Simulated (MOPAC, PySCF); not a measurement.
H4Sn, SMILES `[SnH4]`, neutral singlet in the gas phase. 

Cartesian coordinates (Å):
SMILES: [SnH4]
```xyz
5

Sn     0.0000     0.0000     0.0000
H      1.3025    -1.1159    -0.0723
H      0.5902     1.5874    -0.2808
H     -1.1623    -0.3987    -1.1987
H     -0.7303    -0.0727     1.5519
```
Charge 0, spin multiplicity 1.

All levels are single points at this geometry (B3LYP-D3(BJ)/def2-SVP); Pople sets use spherical d functions. Orbital energies aren't observables, and empty levels follow the basis.

M06-2X/6-31G* (LANL2DZ on Sn) in PySCF gives gap (eV) = 12.05.

Estimate the gap (eV) from each of these levels: ωB97X-D3(BJ)/def2-TZVP in PySCF; SVWN5/6-31G* (LANL2DZ on Sn) in PySCF; AM1 in MOPAC; PM6 in MOPAC; PM7 in MOPAC.


| level | gap (eV) |
|---|---|
| ωB97X-D3(BJ)/def2-TZVP in PySCF | 14.02 |
| SVWN5/6-31G* (LANL2DZ on Sn) in PySCF | 8.34 |
| AM1 in MOPAC | 10.45 |
| PM6 in MOPAC | 13.45 |
| PM7 in MOPAC | 14.40 |
